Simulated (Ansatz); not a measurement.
Compare A (`NC(=S)[SiH2]O`) with its isomer B (`N=C(S)[SiH2]O`).

Gas-phase electronic energies from Ansatz, PBE0-D4/def2-TZVP geometries. CBS: MP2 limit from def2 TZ/QZ plus the TZ coupled-cluster correction, frozen cores. DFT in def2-TZVPP. B3LYP here is the variant with VWN-RPA as its local correlation; programs differ in this. One conformer a species, not always the lowest.

**Question.** Which isomer does CCSD(T)/CBS put lower? Give the gap. (An estimate is asked.)

**Answer.** Ansatz gave: A, by 11.9 kcal/mol.

**Question.** Give E(B) − E(A) in kcal/mol with PBE0-D4, MP2/def2-TZVPP, PBE-D4, B3LYP-D4, CCSD(T)/def2-TZVPP, HF/def2-TZVPP, CCSD/def2-TZVPP. (An estimate is asked.)

**Answer.** Computed: PBE0-D4 13.6, MP2/def2-TZVPP 12.8, PBE-D4 13.0, B3LYP-D4 13.1, CCSD(T)/def2-TZVPP 11.1, HF/def2-TZVPP 12.4, CCSD/def2-TZVPP 10.9. None reverses the order clearly.

Largest T1 diagnostic: 0.017.
